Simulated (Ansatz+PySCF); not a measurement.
Results of a calculation; reference values are marked as such.
## PySCF 2.14.0 run

```python
from pyscf import gto, dft

mol = gto.M(atom="""
Cr 0.000000 0.000000 0.000000
O 0.000000 0.000000 2.204800
H 0.775000 0.000000 2.779800
H -0.775000 0.000000 2.779800
""", basis='def2-svp', charge=1, spin=5)
mf = dft.UKS(mol, xc='pbe0')
mf.init_guess = 'atom'
mf.kernel()
while True:  # follow internal instabilities
    mo, _, stable, _ = mf.stability(return_status=True)
    if stable: break
    mf.kernel(mf.make_rdm1(mo, mf.mo_occ))
print(mf.converged, mf.e_tot, mf.spin_square()[0])
```

The script is written out from the run's settings.

The run gave:

- Converged: yes
- Total energy: -1120.17176 hartree
- Spin squared of the determinant: 8.752

Caution: other spin multiplicities were not run.
